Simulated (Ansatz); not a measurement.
SiMeCl3 (CH3Cl3Si), relaxed as a singlet with RKS PBE0-D4/def2-SVP in Ansatz, starting from the GFN2-xTB geometry. Force threshold 0.02 eV/Å.

Start:

```xyz
8

Si   -0.422   -0.711   -0.138
C     0.535    0.900    0.175
H     1.166    0.818    1.056
H    -0.141    1.736    0.332
H     1.175    1.149   -0.666
Cl   -1.638   -0.492   -1.740
Cl   -1.546   -1.175    1.478
Cl    0.871   -2.225   -0.497
```

(1) Estimate the energy that the relaxation releases and the steps that it takes.

(2) Does the start keep its bonding and symmetry?

(3) Predict the relaxed structure.

Answers

(1) 6.9 kJ/mol, in 5 steps; 19 s on 2 threads of Intel Xeon Platinum 8488C on a shared host. No frequencies were taken in this run, so the end may be a saddle point.

(2) By distances, no bond broke or formed. The bond that changes most is Si1–C2, from 1.90 to 1.85 Å (atoms count from 1). Point group C3 at the start, C3v at the end, both within 0.05 Å.

(3) 
Cartesian coordinates in Å:
```
Si -0.400 -0.673 -0.131
C 0.531 0.893 0.174
H 1.183 0.778 1.053
H -0.172 1.719 0.357
H 1.151 1.140 -0.701
Cl -1.629 -0.477 -1.763
Cl -1.558 -1.155 1.494
Cl 0.895 -2.227 -0.483
```
Bond lengths: 3 × Cl–Si 2.05 Å; 1 × C–Si 1.85 Å; 3 × C–H 1.10 Å.
